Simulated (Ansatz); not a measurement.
Program: Ansatz. Geometries: PBE0-D4/def2-TZVP. ΔE: electronic, gas phase. CBS: MP2 limit from def2 TZ/QZ plus the TZ coupled-cluster correction, frozen cores. This one scheme is used for every species. Functionals use def2-TZVPP. B3LYP here is the variant with VWN-RPA as its local correlation; programs differ in this. HSE06 is defined as in plane-wave codes. For Se outer-core shells are correlated without core-valence functions, which leaves a few kJ/mol of doubt a bond. Scalar relativity is left out up to krypton. Each species was taken in one conformer, which may not be the lowest.

Reaction (hydrogenolysis of the Se–Si bond): `Cl[SiH2][SeH]` + H₂ → H₂Se + `[SiH3]Cl`

```json
{"level": "PBE-D4", "ΔE (kJ/mol)": "44.6", "difference from CCSD(T)/CBS": "2.7"}
{"level": "revPBE-D4", "ΔE (kJ/mol)": "48.1", "difference from CCSD(T)/CBS": "6.2"}
{"level": "r2SCAN-D4", "ΔE (kJ/mol)": "43.5", "difference from CCSD(T)/CBS": "1.6"}
{"level": "B97M-V", "ΔE (kJ/mol)": "34.4", "difference from CCSD(T)/CBS": "-7.5"}
{"level": "PBE0-D4", "ΔE (kJ/mol)": "41.8", "difference from CCSD(T)/CBS": "-0.1"}
{"level": "B3LYP-D4", "ΔE (kJ/mol)": "37.5", "difference from CCSD(T)/CBS": "-4.4"}
{"level": "r2SCANh-D4", "ΔE (kJ/mol)": "42.7", "difference from CCSD(T)/CBS": "0.8"}
{"level": "r2SCAN0-D4", "ΔE (kJ/mol)": "41.5", "difference from CCSD(T)/CBS": "-0.4"}
{"level": "HSE06-D4", "ΔE (kJ/mol)": "42.0", "difference from CCSD(T)/CBS": "0.1"}
{"level": "BHLYP-D4", "ΔE (kJ/mol)": "35.1", "difference from CCSD(T)/CBS": "-6.8"}
{"level": "CAM-B3LYP-D4", "ΔE (kJ/mol)": "30.5", "difference from CCSD(T)/CBS": "-11.4"}
{"level": "ωB97M-V", "ΔE (kJ/mol)": "37.6", "difference from CCSD(T)/CBS": "-4.3"}
{"level": "B2PLYP", "ΔE (kJ/mol)": "33.0", "difference from CCSD(T)/CBS": "-8.9"}
{"level": "PBE-QIDH", "ΔE (kJ/mol)": "39.9", "difference from CCSD(T)/CBS": "-2.0"}
{"level": "PBE", "ΔE (kJ/mol)": "38.4", "difference from CCSD(T)/CBS": "-3.5"}
{"level": "revPBE", "ΔE (kJ/mol)": "36.4", "difference from CCSD(T)/CBS": "-5.5"}
{"level": "BLYP", "ΔE (kJ/mol)": "27.3", "difference from CCSD(T)/CBS": "-14.6"}
{"level": "PBE0", "ΔE (kJ/mol)": "36.4", "difference from CCSD(T)/CBS": "-5.5"}
{"level": "B3LYP", "ΔE (kJ/mol)": "27.1", "difference from CCSD(T)/CBS": "-14.8"}
{"level": "r2SCANh", "ΔE (kJ/mol)": "41.2", "difference from CCSD(T)/CBS": "-0.7"}
{"level": "r2SCAN0", "ΔE (kJ/mol)": "39.8", "difference from CCSD(T)/CBS": "-2.1"}
{"level": "HSE06", "ΔE (kJ/mol)": "36.7", "difference from CCSD(T)/CBS": "-5.2"}
{"level": "BHLYP", "ΔE (kJ/mol)": "24.5", "difference from CCSD(T)/CBS": "-17.4"}
{"level": "CAM-B3LYP", "ΔE (kJ/mol)": "24.7", "difference from CCSD(T)/CBS": "-17.2"}
{"level": "LC-ωPBE", "ΔE (kJ/mol)": "32.2", "difference from CCSD(T)/CBS": "-9.7"}
{"level": "RPA@PBE/def2-TZVPP", "ΔE (kJ/mol)": "28.9", "difference from CCSD(T)/CBS": "-13.0"}
{"level": "HF/def2-SVP", "ΔE (kJ/mol)": "5.1", "difference from CCSD(T)/CBS": "-36.8"}
{"level": "MP2/def2-SVP", "ΔE (kJ/mol)": "28.2", "difference from CCSD(T)/CBS": "-13.7"}
{"level": "CCSD(T)/def2-SVP", "ΔE (kJ/mol)": "18.1", "difference from CCSD(T)/CBS": "-23.8"}
{"level": "HF/def2-TZVPP", "ΔE (kJ/mol)": "14.9", "difference from CCSD(T)/CBS": "-27.0"}
{"level": "MP2/def2-TZVPP", "ΔE (kJ/mol)": "45.0", "difference from CCSD(T)/CBS": "3.1"}
{"level": "SCS-MP2/def2-TZVPP", "ΔE (kJ/mol)": "36.2", "difference from CCSD(T)/CBS": "-5.7"}
{"level": "CCSD/def2-TZVPP", "ΔE (kJ/mol)": "29.5", "difference from CCSD(T)/CBS": "-12.4"}
{"level": "CCSD(T)/def2-TZVPP", "ΔE (kJ/mol)": "34.2", "difference from CCSD(T)/CBS": "-7.7"}
{"level": "HF/def2-QZVPP", "ΔE (kJ/mol)": "14.5", "difference from CCSD(T)/CBS": "-27.4"}
{"level": "MP2/def2-QZVPP", "ΔE (kJ/mol)": "49.2", "difference from CCSD(T)/CBS": "7.3"}
{"level": "SCS-MP2/def2-QZVPP", "ΔE (kJ/mol)": "40.0", "difference from CCSD(T)/CBS": "-1.9"}
{"level": "HF/CBS(def2)", "ΔE (kJ/mol)": "14.4", "difference from CCSD(T)/CBS": "-27.5"}
{"level": "MP2/CBS(def2)", "ΔE (kJ/mol)": "52.6", "difference from CCSD(T)/CBS": "10.7"}
{"level": "CCSD/CBS(def2)", "ΔE (kJ/mol)": "37.1", "difference from CCSD(T)/CBS": "-4.8"}
{"level": "CCSD(T)/CBS", "ΔE (kJ/mol)": "41.9", "difference from CCSD(T)/CBS": "0"}
```

Largest T1 diagnostic among the species: 0.009.

The D4 term adds +10.4 kJ/mol with B3LYP and +5.5 kJ/mol with PBE0; it sums over pairs of atoms, weighted by their polarisabilities, and B3LYP, whose exchange is more repulsive, gets the larger term. Leaving LDA and LC-ωPBE aside and taking each functional with its dispersion term where it has one, the values spread over 17.6 kJ/mol, from CAM-B3LYP-D4 to revPBE-D4. At CCSD(T), def2-SVP lies −23.8 kJ/mol from the extrapolated value and def2-TZVPP −7.7 kJ/mol.
